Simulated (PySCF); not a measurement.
CH₅ClF₂Si₂, SMILES FC[Si@H](F)[SiH2]Cl.

The structure is a stationary point at B3LYP-D3(BJ)/def2-SVP. The structure was generated by enumeration; whether it is a known compound was not checked. One conformer was computed; it need not be the lowest.

Level of theory: TDDFT-PBE/def2-SVPD in PySCF.

Vertical excitations. The molecule is in vacuum.

| state | energy (eV) | λ (nm) | f | main pairs |
|---|---|---|---|---|
| S1 | 5.42 | 229 | 0.009 | HOMO→LUMO 97 % |
| S2 | 5.53 | 224 | 0.014 | HOMO→LUMO+1 97 % |
| S3 | 5.99 | 207 | 0.015 | HOMO−1→LUMO 98 % |
| S4 | 6.03 | 206 | 0.004 | HOMO−2→LUMO 97 % |
| S5 | 6.08 | 204 | 0.018 | HOMO−1→LUMO+1 97 % |
| S6 | 6.13 | 202 | 0.005 | HOMO−2→LUMO+1 97 % |
| S7 | 6.68 | 186 | 0.001 | HOMO−3→LUMO 97 % |
| S8 | 6.78 | 183 | 0.001 | HOMO−3→LUMO+1 95 % |
| S9 | 6.88 | 180 | 0.056 | HOMO→LUMO+2 73 %, HOMO→LUMO+3 23 % |
| S10 | 7.05 | 176 | 0.003 | HOMO−4→LUMO 89 % |
| T1 | 4.91 | 252 | 0 | HOMO→LUMO 98 % |
| T2 | 5.02 | 247 | 0 | HOMO→LUMO+1 99 % |
| T3 | 5.68 | 218 | 0 | HOMO−1→LUMO 86 % |
| T4 | 5.78 | 214 | 0 | HOMO−2→LUMO 81 %, HOMO−2→LUMO+1 17 % |
Triplets are in the Tamm–Dancoff approximation, which puts them higher than full response would, so one can lie above its singlet here.
